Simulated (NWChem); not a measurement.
Species: SiH₂I cation

```xyz
4

Si     0.0000     0.0000     1.7562
I      0.0000     0.0000    -0.5576
H      0.0000     1.2893     2.4830
H      0.0000    -1.2893     2.4830
```
Atoms are numbered in this order, from 1.

Program: NWChem. Geometry: optimised at PBE0/def2-SVP. def2 effective core potentials on I; no spin-orbit coupling. Vertical excitations in the gas phase; the lowest state need not have the same character in each row.

```tsv
level	lowest excitation, singlet (eV)	oscillator strength of that lowest state	lowest state with f > 0.02, singlet (eV)	oscillator strength of that bright state	lowest triplet (eV)	orbital gap (eV)
PBE/def2-SVP, full TDDFT	2.79	0.000	4.37	0.093	2.55	2.68
B3LYP/def2-SVP, full TDDFT	3.03	0.000	4.48	0.095	2.80	4.15
Hartree-Fock/def2-SVP, TDHF	4.29	0.000	5.31	0.104	3.52	10.22
CAM-B3LYP/def2-SVP, full TDDFT	3.27	0.000	4.63	0.097	3.04	6.84
```
